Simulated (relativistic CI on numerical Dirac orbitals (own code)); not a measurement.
Tm⁵⁷⁺: sensitivity of the levels to the model

Base calculation: Dirac-Coulomb-Breit CI, orbitals from a KLI potential per configuration, model QED, unscaled Slater integrals.

Configuration list (outside the closed core [Ne]): 3s2, 3s 3p, 3p2, 3s 3d, 3d2, 3p 3d, 3p 4s, 3d 4s, 3s 4s, 3s 4p, 3s 4d, 3s 4f, 3s 5s, 3s 5p, 3s 5d, 4s2, 3s 5f, 3s 5g, 3s 6s, 3s 6p, 3s 6d. Levels of other configurations are missing.

Variants: (1) configuration mixing switched off; (2) one mean potential for all configurations. Shifts of the energy above 3s2 1S_0, in eV, for the lowest level and the first level of each name with at least 55 % of one term (blank where a level changes its place among those of its configuration and J or its character, or is not in the variant):

```tsv
Level	Base	Δ(1)	Δ(2)
3s2 1S_0	0.00	0.00	0.00
3s 3p 3P°_0	124.69	-3.66	+0.15
3s 3p 3P°_1	138.85	-2.88	+0.16
3p2 3P_0	299.33	-4.83	+0.35
3s 3p 3P°_2	389.75	-3.52	+0.15
3s 3p 1P°_1	424.64	-1.03	+0.16
3p2 1D_2	549.78	+7.34	+0.28
3p2 3P_1	551.37	-3.49	+0.32
3s 3d 3D_1	586.42	-4.10	+0.07
3s 3d 3D_2	597.15	-8.75	+0.10
3s 3d 3D_3	646.56	-4.11	+0.07
3s 3d 1D_2	663.05	-7.22	+0.08
3p 3d 3F°_2	721.09	-4.08	+0.31
3p2 3P_2	824.02	-5.56	+0.30
3p2 1S_0	841.25	-2.24	+0.32
3p 3d 3P°_0	1007.50	-4.52	+0.27
3p 3d 3P°_1	1008.10	-4.47	+0.26
3p 3d 3F°_4	1047.25	-4.04	+0.24
3p 3d 3D°_3	1076.72	-3.88	+0.22
3p 3d 1P°_1	1088.62	-6.29	+0.23
3d2 3F_2	1185.08	-4.48	+0.31
3d2 3P_0	1209.50	-5.62	+0.35
```

At this charge energies of transitions that change n are usually good to better than 1 %, and those within a shell (Δn = 0) to a few per cent.

Ionisation energy from the two ground configurations alone: base 5900.87 eV. The NIST ASD value (theoretical) is 5901 eV.

LS names give the leading component of a level, which can be under half, so a name can repeat, a term be missing and a line seem to break the LS rules.
